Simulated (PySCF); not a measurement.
How methods differ on the interval between two levels of Pb⁺

Pb⁺ [Xe] 4f14 5d10 6s2 6p1 [2P3/2, M_J = 3/2] → Pb⁺ [Xe] 4f14 5d10 6s1 6p1 7s1 [4P5/2, M_J = 5/2], as a difference of total energies. All numbers are calculated (PySCF 2.14, the two-component X2C-1e Hamiltonian, in x2c-SVPall-2c with one added diffuse shell each of s, p type (8s12p7d2f, 93 functions)). Correlated levels: [Kr] 4d10 4f14 frozen; the 22 highest virtual spinors dropped. "Screened" scales the spin-orbit matrix elements by Boettger's factors to mimic the two-electron term; Breit and QED terms are absent.

```csv
method,interval between two levels (cm⁻¹)
GHF (spin-free),107070
GMP2 (spin-free),119110
GHF (screened spin-orbit),108280
GMP2 (screened spin-orbit),120420
```

The labels give the starting determinants; with spin-orbit coupling the two ends relaxed to ⟨J²⟩ = 3.76, ⟨L²⟩ = 2.19, ⟨S²⟩ = 0.94 and ⟨J²⟩ = 8.76, ⟨L²⟩ = 2.19, ⟨S²⟩ = 3.94.

The promoted electron is Rydberg-like, and one or two diffuse shells describe it only roughly, which tends to raise the upper state.
